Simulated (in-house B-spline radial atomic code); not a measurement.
## Ionising Ta³⁺ with different functionals

Computed with a radial B-spline atomic code at the basis-set limit: scalar-relativistic (spin-free X2C) Hamiltonian, Fermi nucleus of rms radius 5.3507 fm, spin-polarised at highest spin, spherical fractional occupations for the functionals, the average over the highest-spin determinants for Hartree-Fock. The ionisation energy is the difference of two self-consistent energies, [Xe] 4f14 5d2 → [Xe] 4f14 5d1, without Breit or QED terms; ε is the level of the shell that loses the electron (its least bound occupied spin orbital). There is no spin-orbit coupling in this Hamiltonian.

Hybrids are left out here: with spherical fractional occupations of an open shell their exact exchange keeps a self-interaction that integer-occupation calculations don't have.

```json
{"method": "Hartree-Fock", "rung": "Hartree-Fock", "ΔSCF (eV)": "34.48", "-ε(5d) (eV)": "34.95"}
{"method": "LDA VWN5", "rung": "LDA", "ΔSCF (eV)": "35.86", "-ε(5d) (eV)": "30.06"}
{"method": "LDA PW92", "rung": "LDA", "ΔSCF (eV)": "35.85", "-ε(5d) (eV)": "30.05"}
{"method": "LDA exchange-only", "rung": "LDA", "ΔSCF (eV)": "34.59", "-ε(5d) (eV)": "28.88"}
{"method": "PBE", "rung": "GGA", "ΔSCF (eV)": "35.60", "-ε(5d) (eV)": "29.82"}
{"method": "PBEsol", "rung": "GGA", "ΔSCF (eV)": "35.62", "-ε(5d) (eV)": "29.85"}
{"method": "BLYP", "rung": "GGA", "ΔSCF (eV)": "35.50", "-ε(5d) (eV)": "29.67"}
{"method": "RPBE", "rung": "GGA", "ΔSCF (eV)": "35.51", "-ε(5d) (eV)": "29.73"}
{"method": "PW91", "rung": "GGA", "ΔSCF (eV)": "35.68", "-ε(5d) (eV)": "29.90"}
{"method": "BP86", "rung": "GGA", "ΔSCF (eV)": "35.67", "-ε(5d) (eV)": "29.90"}
{"method": "AM05", "rung": "GGA", "ΔSCF (eV)": "35.60", "-ε(5d) (eV)": "29.82"}
{"method": "OLYP", "rung": "GGA", "ΔSCF (eV)": "?", "-ε(5d) (eV)": "?"}
{"method": "TPSS", "rung": "meta-GGA", "ΔSCF (eV)": "?", "-ε(5d) (eV)": "?"}
{"method": "SCAN", "rung": "meta-GGA", "ΔSCF (eV)": "35.52", "-ε(5d) (eV)": "29.79"}
{"method": "r2SCAN", "rung": "meta-GGA", "ΔSCF (eV)": "35.46", "-ε(5d) (eV)": "29.76"}
{"method": "revTPSS", "rung": "meta-GGA", "ΔSCF (eV)": "35.42", "-ε(5d) (eV)": "29.66"}
```

(1) What does TPSS give?

(2) What does OLYP give?

(3) How do they compare with the NIST value?

Answers

(1) ΔSCF 35.45 eV, and -ε(5d) = 29.68 eV.

(2) ΔSCF 35.57 eV, and -ε(5d) = 29.75 eV.

(3) NIST lists 35 eV ± 1.7 (tabulated theory, ground level to ground level). Errors run from -0.52 to +0.86 eV; all lie within about twice that uncertainty, so the table can't rank the methods. Hartree-Fock also lacks correlation.
